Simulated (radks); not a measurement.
The numbers below are computed, except where a source is named.
Spherical quantum dot in the effective-mass picture: electrons in a parabolic well V = omega^2 r^2 / 2 with omega = 1.68, with a point charge +1 (a donor) at the centre, all in effective atomic units (hartree* = m*/eps^2 hartree, bohr* = eps/m* bohr), one dielectric constant everywhere. Level of theory: non-relativistic Kohn-Sham, exchange-only LDA, spin-polarised, spherical densities (a radial shooting solver with Libxc functionals). Levels are named by radial order and angular momentum (1s, 1p, 1d, 2s, ...), and open shells are averaged over m. Results are scaled to m* = 0.231 and eps = 17.9, for which hartree* = 19.62 meV and bohr* = 4.101 nm. Each electron was tried in the lowest free levels, single moves between levels near the top were tried too, and the lowest total energy was kept; such a search can miss a lower state. At N = 1 the Hartree and exchange-correlation terms need not cancel, so that row can carry a self-interaction error.

N        open shells  2S  E (meV)  mu = E(N) - E(N-1) (meV)  addition energy mu(N+1) - mu(N) (meV)  e(HOMO) (meV)
1   1s(up 1, down 0)   1  18.9579                    18.958                                  23.51         27.665
2               none   0  61.4268                    42.469                                  53.05         50.217
3   1p(up 1, down 0)   1  156.944                    95.517                                  12.61         101.73
4   1p(up 2, down 0)   2  265.067                    108.12                                  12.83         114.54
5   1p(up 3, down 0)   3  386.025                    120.96                                  17.24         127.35
6   1p(up 3, down 1)   2  524.226                    138.20                                  11.42         143.81
7   1p(up 3, down 2)   1  673.843                    149.62                                  11.70         155.46
8               none   0  835.162                    161.32                                  33.43         167.17
9   2s(up 1, down 0)   1  1029.91                    194.75                                  12.25         200.09
10              none   0  1236.91                    207.00                                  12.78         212.27
11  1d(up 1, down 0)   1  1456.70                    219.78                                  9.933         224.75
12  1d(up 2, down 0)   2  1686.41                    229.72                                  9.894         234.67
13  1d(up 3, down 0)   3  1926.02                    239.61                                  9.831         244.54
14  1d(up 4, down 0)   4  2175.46                    249.44                                  9.756         254.33
15  1d(up 5, down 0)   5  2434.66                    259.20                                  12.72         264.08
16  1d(up 5, down 1)   4  2706.58                    271.92                                  9.250         276.54
17  1d(up 5, down 2)   3  2987.74                    281.17                                  9.234         285.79
18  1d(up 5, down 3)   2  3278.15                    290.40                                  9.194         295.01
19  1d(up 5, down 4)   1  3577.74                    299.60                                  9.141         304.18
20              none   0  3886.48                    308.74                                  30.23         313.29
21  1f(up 1, down 0)   1  4225.44                    338.96                                  8.393         343.16
22  1f(up 2, down 0)   2  4572.80                    347.36                                  8.361         351.54
23  1f(up 3, down 0)   3  4928.51                    355.72                                  8.323         359.88
24  1f(up 4, down 0)   4  5292.55                    364.04                                  8.281         368.19
25  1f(up 5, down 0)   5  5664.87                    372.32                                      -         376.45

All shells are closed at N = 2, 8, 10, 20 (there: 1s2 1p6 1d10 2s2); the second difference of the energy has clear peaks (12 % above both neighbours; the first and last values, which can be the largest, are not judged, and half-filled shells can peak too) at N = 2, 5, 8, 15, 20.
